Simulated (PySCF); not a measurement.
Relaxation of singlet Au₂S

These are results of PBE0 in PySCF with S def2-TZVP, Au def2-TZVP with ECP60; scalar-relativistic core potentials, no spin–orbit coupling; density-fitted integrals, not measurements. A (50,194) grid was used.

A hand-made bent start, of C2v symmetry, held to at least that symmetry:

```xyz
3
charge 0 multiplicity 1, angstrom
S     0.0000    0.0000   -1.2043
Au    1.8595    0.0000    0.0977
Au   -1.8595    0.0000    0.0977
```

Optimiser trace:
```
step  E − E(last) (kJ/mol)  largest gradient (Eh/bohr)
   0                 12.27                     0.01285
   1                  8.19                     0.00858
   2                  1.66                     0.00685
   3                  0.04                     0.00233
   4                  0.00                     0.00025
   5                  0.00                     0.00005
```

It ends at C2v with S–Au 2.232 Å (×2); Au–S–Au 91.5° (after a last refinement on a finer grid). A frequency run shows a minimum. Other isomers or separated fragments may lie lower.

With an element this heavy the missing spin–orbit coupling can shift these numbers.

The relaxation took of the order of 100 core-seconds on a shared host.
